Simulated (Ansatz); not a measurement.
Reactions of `NB(S)[SiH2]Br`.

Gas-phase electronic energies from Ansatz, PBE0-D4/def2-TZVP geometries. CCSD(T)/CBS is the MP2 limit (def2-TZVPP, def2-QZVPP) plus CCSD(T) − MP2 in def2-TZVPP, frozen cores. This one scheme is used for every species, atoms too. For atomizations the MP2-based limit and the directly extrapolated one differ by several kJ/mol either way, and by 10 to 25 for some Ge, Se and Sn compounds, so smaller differences from it don't rank the levels. DFT in def2-TZVPP. No spin–orbit coupling; open shells (•) take unrestricted orbitals. Spin–orbit coupling would lower the free atoms: a little for B, S, Si; clearly for Br. Bonds to Br, Ga are less sure, by a few kJ/mol each and by 10 to 20 or more in all where they break to atoms, as the def2 sets lack core-valence functions. Scalar relativity is left out up to krypton. One conformer a species, not always the lowest.

```
                                                           reaction  PBE0-D4 (eV)  MP2/CBS(def2) (eV)  ωB97X-V (eV)
     `NB(S)[SiH2]Br` + `[NH2][GaH2]` → `[GaH2][NH][SiH2]Br` + `NBS`         -0.69               -0.85         -0.78
        `NB(S)[SiH2]Br` + `CC[SiH3]` → `CB(N)S` + `[SiH3]C[SiH2]Br`         -0.64               -0.77         -0.68
                  `NB(S)[SiH2]Br` + `FCS` → `NB(S)S` + `FC[SiH2]Br`         -0.76               -0.89         -0.81
                `NB(S)[SiH2]Br` + `COCF` → `FCO[SiH2]Br` + `CB(N)S`         -1.74               -2.00         -1.83
              `NB(S)[SiH2]Br` + `ClCCl` → `NB(S)Cl` + `ClC[SiH2]Br`         -1.43               -1.59         -1.48
                 `NB(S)[SiH2]Br` + SiH₄ → `NB(S)[SiH2][SiH3]` + HBr          0.92                1.13          1.00
                  `NB(S)[SiH2]Br` → B• + Br• + 5 H• + N• + S• + Si•         34.75               35.15         34.89
                       `NB(S)[SiH2]Br` + HBr → `Br[SiH2]Br` + `NBS`         -0.92               -1.09         -0.98
                      `NB(S)[SiH2]Br` + H₂S → `NB(S)S` + `[SiH3]Br`         -0.51               -0.62         -0.56
`NB(S)[SiH2]Br` + `[SiH3][SiH3]` → `NB(S)[SiH2][SiH3]` + `[SiH3]Br`          0.10                0.08          0.09
```

Q: Give the CCSD(T)/CBS values in the same order. (Best estimate.)

A: Computed: -0.79, -0.71, -0.83, -1.90, -1.50, 1.02, 34.63, -1.00, -0.55, 0.09 eV.

Largest T1 diagnostic: 0.014, for `[NH2][GaH2]`.
